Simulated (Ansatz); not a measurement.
The cluster Bi₃, relaxed as a doublet with UKS PBE0-D4/def2-SVP in Ansatz, starting from the GFN1-xTB geometry. Force threshold 0.02 eV/Å.

In the def2 sets Bi takes a core potential; there is no spin–orbit coupling. The charge 0 doublet is spin-contaminated (final ⟨S²⟩ up to 0.95, 0.75 for a pure state). The structure comes from a short search, and lower isomers may exist.

Start:

```xyz
3

Bi    1.165   -1.213   -0.096
Bi    0.238    1.468   -0.800
Bi   -1.403   -0.255    0.896
```

Q: Estimate the energy that the relaxation releases and the steps that it takes.

A: 1.3 kcal/mol, in 3 steps; 9 s on 4 threads of Arm Neoverse V1 on a shared host. No frequencies were taken in this run, so the end may be a saddle point.

Q: Does the start keep its bonding and symmetry?

A: By distances, no bond broke or formed. The bond that changes most is Bi1–Bi2, from 2.92 to 3.03 Å (atoms count from 1). Point group D3h at the start, C2v at the end, both within 0.05 Å; within 0.015 Å the end is Cs.

Q: Predict the relaxed structure.

A: 
| atom | x (Å) | y (Å) | z (Å) |
| --- | --- | --- | --- |
| Bi1 | 1.159 | -1.268 | -0.068 |
| Bi2 | 0.195 | 1.512 | -0.796 |
| Bi3 | -1.354 | -0.244 | 0.864 |
Bond lengths (bridged metal pairs left out): 3 × Bi–Bi 2.87 to 3.03 Å.
